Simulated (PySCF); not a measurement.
Point-charge models of `O=C(O)CO[SiH2]O[SiH3]` against its computed dipole.

Coordinates (GFN2-xTB, Å) and charges (e) from the PBE0/pcSseg-1 density (PySCF):

```csv
atom,x,y,z,Mulliken,IAO,Hirshfeld,ESP-fitted
O1,3.272,-0.367,1.039,-0.3779,-0.4371,-0.2653,-0.5416
C2,2.737,0.416,0.311,+0.3972,+0.5301,+0.2096,+0.7279
O3,3.353,1.508,-0.169,-0.3776,-0.4922,-0.1783,-0.6715
C4,1.315,0.336,-0.214,+0.0967,-0.0979,+0.0076,+0.0734
O5,0.631,-0.710,0.381,-0.6186,-0.6253,-0.2169,-0.4530
Si6,-0.666,-1.543,-0.113,+1.0186,+1.2125,+0.4575,+0.7344
O7,-1.958,-0.592,-0.337,-0.7150,-0.8937,-0.3056,-0.4605
Si8,-3.209,0.412,-0.114,+0.7311,+0.8927,+0.3982,+0.6099
H9,4.264,1.550,0.164,+0.2480,+0.3751,+0.1899,+0.4605
H10,0.817,1.293,-0.008,+0.1459,+0.1590,+0.0522,+0.0855
H11,1.372,0.221,-1.305,+0.1324,+0.1490,+0.0525,+0.0705
H12,-0.476,-2.139,-1.432,-0.1636,-0.1744,-0.0846,-0.1377
H13,-0.851,-2.408,1.032,-0.1433,-0.1563,-0.0770,-0.1219
H14,-3.806,0.124,1.188,-0.1210,-0.1484,-0.0787,-0.1178
H15,-4.120,0.130,-1.220,-0.1218,-0.1435,-0.0793,-0.1303
H16,-2.683,1.777,-0.171,-0.1310,-0.1497,-0.0816,-0.1278
```

Question: What dipole does each set of charges give (1 e·Å = 4.803 D), and what does the density give?

Answer: The full density gives (-0.60, 1.91, -1.49) D, 2.50 D in size; dipole vectors point from the negative to the positive end.

| scheme | μx | μy | μz | size (D) | share of the full size (%) | angle to the full dipole (°) |
| --- | --- | --- | --- | --- | --- | --- |
| Mulliken | -2.07 | 1.88 | -2.11 | 3.50 | 140 | 24 |
| IAO | -1.77 | 1.64 | -1.84 | 3.03 | 121 | 24 |
| Hirshfeld | -0.61 | 1.37 | -1.14 | 1.89 | 76 | 5 |
| ESP-fitted | -0.66 | 1.90 | -1.51 | 2.51 | 101 | 1 |

Question: Which set comes closest?

Answer: Length of the difference vector: ESP-fitted 0.06 D, Hirshfeld 0.64 D, IAO 1.24 D, Mulliken 1.59 D. Closest: ESP-fitted. The schemes that divide the density aren't constrained to reproduce the dipole.

Question: What is left for the Hirshfeld atoms' own dipoles?

Answer: The shares of the density sum to the whole, so what Σ q r misses lies in dipoles about the nuclei. The atomic dipoles sum to (-0.60, 1.91, -1.49) − (-0.61, 1.37, -1.14) = (0.01, 0.54, -0.35) D, 0.64 D in size.

Question: With the origin at the mean of the coordinates, (0.000, 0.001, -0.061) Å, which are the largest single terms, by size, of the ESP-fitted dipole along the direction of the full one?

Answer: O1 +4.49, Si6 -3.49, Si8 +3.28, O5 +2.09, C2 -1.97 D; all 16 atoms together +2.51 D. The single terms depend on the origin, their sum doesn't.

Question: Give the size of the full dipole in other units.

Answer: 2.50 D = 0.982 au = 0.520 e·Å = 8.33 × 10⁻³⁰ C·m.

Isolated species at its GFN2-xTB geometry (one conformer only). GFN2-xTB frequencies show an imaginary mode (38i cm⁻¹), so this geometry is no minimum at that level.
